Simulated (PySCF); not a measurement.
ClH2Si, charge +1, multiplicity 1. Atoms are numbered in the order given.

```xyz
4

Si     0.0000     0.0000    -0.9647
Cl     0.0000     0.0000     0.9896
H      0.0000    -1.2911    -1.6590
H      0.0000     1.2911    -1.6590
```
Charge +1, spin multiplicity 1.

Geometry optimised at B3LYP-D3(BJ)/def2-TZVP. The spin state was assumed, not searched. The isomer is the one that the SMILES or the coordinates give; other isomers of the formula were not compared.

All values below come from PBE/def2-TZVPD run with PySCF.

The molecule is in vacuum.

```json
{
 "total_energy": "-750.27567 hartree",
 "point_group": "C2v",
 "highest_occupied_level": "-14.63 eV",
 "lowest_empty_level": "-10.46 eV",
 "orbital_gap": "4.18 eV",
 "dipole_moment_about_the_centre_of_nuclear_charge": "0.735 e·Å",
 "mean_static_polarisability": "33.3 bohr³ (4.94 Å³)",
 "polarisability_principal_values": "25.6, 31.0, 43.4 bohr³"
}
```
